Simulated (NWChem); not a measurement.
Program: NWChem. System: C2H5Se2, charge 0, spin multiplicity 2, at a geometry optimised with UPBE/def2-SVP. The structure started from a generated list of species. Its SCF solution wasn't tested for a lower state. Level: G0W0@UPBE0/def2-TZVP, RI basis def2-tzvp-rifit.

Input file:

```
start mol
memory heap 200 mb stack 700 mb global 1700 mb
geometry units angstroms nocenter noautoz noautosym
  C      2.146700     0.337835     0.848535
  Se     1.052622    -0.549662    -0.339527
  Se    -1.022588     0.642097    -0.149830
  C     -2.024456    -0.642924     0.956960
  H      3.186461     0.538882     0.547226
  H      1.749154     0.741838     1.791181
  H     -3.053869    -0.239164     1.032352
  H     -2.055081    -1.633743     0.467803
  H     -1.581271    -0.720068     1.966610
end
basis spherical
  * library def2-tzvp
end
basis "ri basis" bse spherical
  * library def2-tzvp-rifit
end
dft
  xc pbe0
  odft
  mult 2
  iterations 100
  direct
  tolerances tight
end
task dft energy
gw
  method cdgw
  states alpha occ 4 vir 2
  states beta occ 4 vir 2
end
task dft gw
```

Output (cleaned and shortened):

```
             Northwest Computational Chemistry Package (NWChem) 7.3.0
             --------------------------------------------------------

                                NWChem Input Module
                                -------------------

 Scaling coordinates for geometry "geometry" by  1.889725989
 (inverse scale =  0.529177249)

                             Geometry "geometry" -> ""
                             -------------------------

 Output coordinates in angstroms (scale by  1.889725989 to convert to a.u.)

  No.       Tag          Charge          X              Y              Z
 ---- ---------------- ---------- -------------- -------------- --------------
    1 C                    6.0000     2.14670000     0.33783500     0.84853500
    2 Se                  34.0000     1.05262200    -0.54966200    -0.33952700
    3 Se                  34.0000    -1.02258800     0.64209700    -0.14983000
    4 C                    6.0000    -2.02445600    -0.64292400     0.95696000
    5 H                    1.0000     3.18646100     0.53888200     0.54722600
    6 H                    1.0000     1.74915400     0.74183800     1.79118100
    7 H                    1.0000    -3.05386900    -0.23916400     1.03235200
    8 H                    1.0000    -2.05508100    -1.63374300     0.46780300
    9 H                    1.0000    -1.58127100    -0.72006800     1.96661000

 Effective nuclear repulsion energy (a.u.)     516.1955787041

            Nuclear Dipole moment (a.u.)
            ----------------------------
        X                 Y               Z
 ---------------- ---------------- ----------------
     0.0000264562     0.0000018897     0.0000075589


 Summary of "ao basis" -> "" (spherical)
 ------------------------------------------------------------------------------
       Tag                 Description            Shells   Functions and Types
 ---------------- ------------------------------  ------  ---------------------
 *                         def2-tzvp                  on all atoms

 new library libraries.bse/

 Summary of "ri basis" -> "" (spherical)
 ------------------------------------------------------------------------------
       Tag                 Description            Shells   Functions and Types
 ---------------- ------------------------------  ------  ---------------------
 *                      def2-tzvp-rifit               on all atoms

                                 NWChem DFT Module
                                 -----------------

 Summary of "ao basis" -> "ao basis" (spherical)
 ------------------------------------------------------------------------------
       Tag                 Description            Shells   Functions and Types
 ---------------- ------------------------------  ------  ---------------------
 C                         def2-tzvp                11       31   5s3p2d1f
 Se                        def2-tzvp                16       48   6s5p4d1f
 H                         def2-tzvp                 4        6   3s1p

 Summary of "ao basis" -> "ao basis" (spherical)
 ------------------------------------------------------------------------------
       Tag                 Description            Shells   Functions and Types
 ---------------- ------------------------------  ------  ---------------------
 C                         def2-tzvp                11       31   5s3p2d1f
 Se                        def2-tzvp                16       48   6s5p4d1f
 H                         def2-tzvp                 4        6   3s1p

            General Information
            -------------------
          SCF calculation type: DFT
          Wavefunction type:  spin polarized.
          No. of atoms     :     9
          No. of electrons :    85
           Alpha electrons :    43
            Beta electrons :    42
          Charge           :     0
          Spin multiplicity:     2
          Use of symmetry is: off; symmetry adaption is: off
          Maximum number of iterations: 100
          This is a Direct SCF calculation.
          AO basis - number of functions:   188
                     number of shells:    74
          Convergence on energy requested:  1.00D-06
          Convergence on density requested:  1.00D-05
          Convergence on gradient requested:  5.00D-04

              XC Information
              --------------
                         PBE0 Method XC Functional
                     Hartree-Fock (Exact) Exchange  0.250
          PerdewBurkeErnzerhof Exchange Functional  0.750
            Perdew 1991 LDA Correlation Functional  1.000 local
           PerdewBurkeErnz. Correlation Functional  1.000 non-local

             Grid Information
             ----------------
          Grid used for XC integration:  medium
          Radial quadrature: Mura-Knowles
          Angular quadrature: Lebedev.
          Tag              B.-S. Rad. Rad. Pts. Rad. Cut. Ang. Pts.
          ---              ---------- --------- --------- ---------
          C                   0.70       49          13.0       434
          Se                  1.15      112          12.0       590
          H                   0.35       45          14.0       434
          Grid pruning is: on
          Number of quadrature shells:   547
          Spatial weights used:  Erf1

          Convergence Information
          -----------------------
          Convergence aids based upon iterative change in
          total energy or number of iterations.
          Levelshifting, if invoked, occurs when the
          HOMO/LUMO gap drops below (HL_TOL):  1.00D-02
          DIIS, if invoked, will attempt to extrapolate
[...]
              MO Center=  8.6D-01,  8.9D-02,  1.6D-01, r^2= 4.9D+00
   Bfn.  Coefficient  Atom+Function         Bfn.  Coefficient  Atom+Function
  ----- ------------  ---------------      ----- ------------  ---------------
    98      0.432432  3 Se px                51     -0.400639  2 Se py
    50      0.378973  2 Se px                13      0.321342  1 C  py
    37     -0.300127  2 Se s                 85      0.264842  3 Se s
    48     -0.241013  2 Se py               132      0.236035  4 C  s
    47      0.224551  2 Se px                14     -0.217487  1 C  pz

 Vector   45  Occ=0.000000D+00  E= 1.473966D-02
              MO Center= -1.2D+00,  6.3D-02,  3.1D-01, r^2= 5.4D+00
   Bfn.  Coefficient  Atom+Function         Bfn.  Coefficient  Atom+Function
  ----- ------------  ---------------      ----- ------------  ---------------
   132      2.026581  4 C  s                 85     -0.756160  3 Se s
   179     -0.649411  8 H  s                185     -0.626557  9 H  s
    98      0.585762  3 Se px               100     -0.540551  3 Se pz
   173     -0.509634  7 H  s                 99      0.493153  3 Se py
   139      0.336043  4 C  px               141     -0.291019  4 C  pz

   alpha - beta orbital overlaps
   -----------------------------

   alpha      1      2      3      4      5      6      7      8      9     10
    beta      1      2      3      4      5      6      7      8      9     10
 overlap   1.000  1.000  1.000  1.000  0.997  1.000  0.997  0.986  0.987  0.998

   alpha     11     12     13     14     15     16     17     18     19     20
    beta     12     11     13     14     15     16     17     18     19     20
 overlap   1.000  1.000  1.000  1.000  0.998  1.000  0.998  0.994  0.995  0.999

   alpha     21     22     23     24     25     26     27     28     29     30
    beta     21     22     23     24     25     27     26     28     29     30
 overlap   0.981  0.981  0.998  0.998  0.975  0.973  0.997  0.997  0.997  0.999

   alpha     31     32     33     34     35     36     37     38     39     40
    beta     31     32     33     34     35     36     37     38     39     40
 overlap   0.981  0.976  0.980  0.984  0.983  0.942  0.943  0.995  0.987  0.949

   alpha     41     42     43     44     45     46     47     48     49     50
    beta     41     42     43     44     45     46     47     48     49     50
 overlap   0.904  0.966  0.848  0.895  0.999  0.997  0.999  0.991  0.991  0.996

   alpha     51     52     53     54     55     56     57     58     59     60
    beta     51     52     53     54     55     56     57     58     59     60
 overlap   0.996  0.999  0.995  0.846  0.843  0.992  0.981  0.916  0.950  0.718

   alpha     61     62     63     64     65     66     67     68     69     70
    beta     60     62     63     64     65     66     67     68     69     70
 overlap   0.679  0.872  0.967  0.895  0.935  0.991  0.989  0.996  0.993  0.992

   alpha     71     72     73     74     75     76     77     78     79     80
    beta     71     72     73     74     75     76     77     78     79     80
 overlap   0.991  0.934  0.924  0.971  0.984  0.990  0.994  0.988  0.987  0.989

   alpha     81     82     83     84     85     86     87     88     89     90
    beta     81     82     83     84     85     86     88     87     89     90
 overlap   0.987  0.985  0.954  0.967  0.957  0.961  0.815  0.838  0.983  0.992

   alpha     91     92     93     94     95     96     97     98     99    100
    beta     91     92     93     94     95     96     97     98     99    100
 overlap   0.997  0.990  0.999  0.996  0.994  0.996  0.995  0.987  0.991  0.999

   alpha    101    102    103    104    105    106    107    108    109    110
    beta    101    102    103    104    105    106    107    109    108    111
 overlap   0.989  0.974  0.971  0.989  0.960  0.917  0.969  0.759  0.970  0.737

   alpha    111    112    113    114    115    116    117    118    119    120
    beta    110    112    113    114    115    116    117    118    119    120
 overlap   0.970  0.910  0.974  0.996  0.990  0.974  0.987  0.963  0.973  0.999

   alpha    121    122    123    124    125    126    127    128    129    130
    beta    121    122    123    124    126    125    128    127    129    130
 overlap   0.999  0.996  0.998  0.997  0.737  0.744  0.810  0.824  0.991  1.000

   alpha    131    132    133    134    135    136    137    138    139    140
    beta    131    132    133    134    135    136    137    138    139    140
 overlap   0.993  0.987  0.993  0.998  0.982  0.984  1.000  1.000  0.994  0.959

   alpha    141    142    143    144    145    146    147    148    149    150
    beta    141    142    143    144    145    146    147    148    149    150
 overlap   0.959  0.993  0.988  0.996  0.998  0.999  0.995  0.796  0.796  1.000

   alpha    151    152    153    154    155    156    157    158    159    160
    beta    151    152    153    154    155    156    157    158    159    160
 overlap   0.997  0.974  0.976  1.000  0.977  0.978  0.992  0.980  0.965  0.626

   alpha    161    162    163    164    165    166    167    168    169    170
    beta    160    162    164    163    165    166    167    168    169    170
 overlap   0.718  0.796  0.982  0.996  0.997  0.991  0.990  0.995  0.996  0.970

   alpha    171    172    173    174    175    176    177    178    179    180
    beta    171    172    173    174    175    176    177    178    179    180
 overlap   0.979  0.970  0.996  0.992  0.993  1.000  1.000  1.000  1.000  1.000

   alpha    181    182    183    184    185    186    187    188
    beta    181    182    183    184    185    186    187    188
 overlap   1.000  0.999  0.996  0.997  1.000  1.000  1.000  1.000

     --------------------------
     Expectation value of S2:
     --------------------------
      <S2> =      0.7643 (Exact =     0.7500)

 center of mass
 --------------
 x =   0.02092038 y =   0.02337155 z =  -0.11227265

 moments of inertia (a.u.)
 ------------------
         376.268707267231         231.680471093271          70.511480041934
         231.680471093271        1223.028626757434          -8.999562291415
          70.511480041934          -8.999562291415        1323.849010988225

     Multipole analysis of the density
     ---------------------------------

     L   x y z        total         alpha         beta         nuclear
     -   - - -        -----         -----         ----         -------
     0   0 0 0     -0.000000    -43.000000    -42.000000     85.000000

     1   1 0 0     -0.191007     -1.643330      1.452296      0.000026
     1   0 1 0     -0.174057     -0.276934      0.102876      0.000002
     1   0 0 1      0.478345     -0.330357      0.808695      0.000008

     2   2 0 0    -33.296375   -300.456901   -285.387395    552.547921
     2   1 1 0      1.306634     38.708270     39.713211    -77.114848
     2   1 0 1     -0.991672     14.616415     20.044534    -35.652621
     2   0 2 0    -38.080374    -76.715678    -73.998233    112.633537
     2   0 1 1      0.353129     -0.447401     -0.267702      1.068232
     2   0 0 2    -37.496024    -61.815766    -58.376731     82.696473

 Task  times  cpu:      157.2s     wall:      157.2s

                                NWChem Input Module
                                -------------------

                                 NWChem GW Module
                                 ----------------

                             ***********************
                             ***        GW       ***
                             ***********************

 Summary of "ri basis" -> "ri basis" (spherical)
 ------------------------------------------------------------------------------
       Tag                 Description            Shells   Functions and Types
 ---------------- ------------------------------  ------  ---------------------
 C                      def2-tzvp-rifit             22       76   8s6p4d3f1g
 Se                     def2-tzvp-rifit             37      159   10s9p8d5f4g1h
 H                      def2-tzvp-rifit              7       15   4s2p1d

                 Memory Information
                 ------------------
          Available GA per process is          1699.5 MBs
          Available stack per process is        700.0 MBs
          Available heap per process is           0.0 MBs

          Peak memory in Initialization
              Peak GA per process is                 71.8 MBs
              Peak stack per process is               0.3 MBs
              Peak heap per process is               72.9 MBs
              Memory not in MA per process            0.0 MBs

          Peak memory in CDGW Calculation
              Peak GA per process is                 76.4 MBs
              Peak stack per process is               4.6 MBs
              Peak heap per process is                6.5 MBs
              Memory not in MA per process            0.1 MBs

          Computing 2-center integrals
          Computing Inverse Cholesky factor
          Computing 3-center integrals
          Computing Vxc

          Computing Sigma_x
          Computing W(iw) on the imaginary grid
          Solving quasiparticle equations

                  Alpha Orbitals
          State     Energy (eV)     Error (eV)
          -----------------------------------
@GW        40        -10.493           0.002
@GW        41         -9.520           0.004
@GW        42         -8.375           0.004
@GW        43         -7.130           0.004
@GW        44          0.570           0.002
@GW        45          2.192           0.005

                   Beta Orbitals
          State     Energy (eV)     Error (eV)
          -----------------------------------
@GW        39        -11.682           0.005
@GW        40        -10.222           0.003
@GW        41         -8.911           0.004
@GW        42         -8.266           0.004
@GW        43         -0.505           0.005
@GW        44          0.823           0.005

     GW Timing Statistics
   ------------------------
   Init.   :          0.3s
     ERIs  :          8.4s
     Distr.:          0.2s
     Vxc   :         14.9s
   Vmo     :          0.0s
   iW      :         24.1s
   I_n     :          0.0s
   R_n     :          9.7s
   GW total:         57.7s

 Task  times  cpu:       57.7s     wall:       57.7s

 Total times  cpu:      214.9s     wall:      214.9s
```
